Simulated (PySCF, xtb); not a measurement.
Al(PH2)3 (AlH6P3), SMILES [PH2][Al]([PH2])[PH2]. The values are those of a single conformer.

Harmonic wavenumbers (cm⁻¹) from GFN2-xTB run with xtb at its own minimum, in rising order: 30, 66, 73, 91, 120, 140, 297, 426, 432, 437, 453, 461, 493, 519, 532, 1115, 1118, 1120, 2164, 2170, 2174, 2231, 2244, 2247.

Q: What does PBE-D3(BJ)/def2-SVP in PySCF 2.14.0 give at its own minimum? (An estimate is asked for; the answer gives what the named calculation found.)

A: 83, 85, 99, 116, 117, 127, 277, 442, 444, 455, 459, 522, 544, 622, 630, 1038, 1041, 1049, 2307, 2309, 2311, 2327, 2330, 2331. Paired by order, the mean absolute difference is 60 cm⁻¹ and the zero-point energies are 30.2 and 31.5 kcal/mol.
